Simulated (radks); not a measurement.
Ionisation of the bismuth ion Bi2+, [Hg] 6p1, to [Hg] as the strength of local exchange is varied. All-electron calculation, scalar-relativistic Kohn-Sham, Slater X-alpha exchange (alpha = 2/3 is LDA exchange), no correlation, spin-polarised, spherical densities, finite nucleus; open shells are filled with parallel spins first (spin-orbit coupling, left out, can overturn this in heavy ions); Fermi nuclear charge, rms radius 5.5211 fm. Program: a radial shooting solver on a logarithmic mesh with Libxc functionals.

alpha  E(Bi2+) (hartree)  exchange (hartree)  IE (eV)  -e of the level emptied (eV)  <r> of it (bohr)
0.667        -21503.5279           -374.0584   22.799                   18.866 (6p)             2.639
0.734        -21541.3717           -412.3689   23.524                   19.591 (6p)             2.601
0.761        -21556.6413           -427.8454   23.819                   19.887 (6p)             2.586
0.885        -21626.9096           -499.2022   25.198                   21.274 (6p)             2.521
0.918        -21645.6491           -518.2697   25.571                   21.651 (6p)             2.504

NIST Atomic Spectra Database: 25.571 eV (measured). The Delta-SCF value meets it near alpha = 0.92. Open shells are spherical and high-spin; term and fine-structure splittings are not resolved. Spin-orbit splitting is averaged out at the scalar-relativistic level.
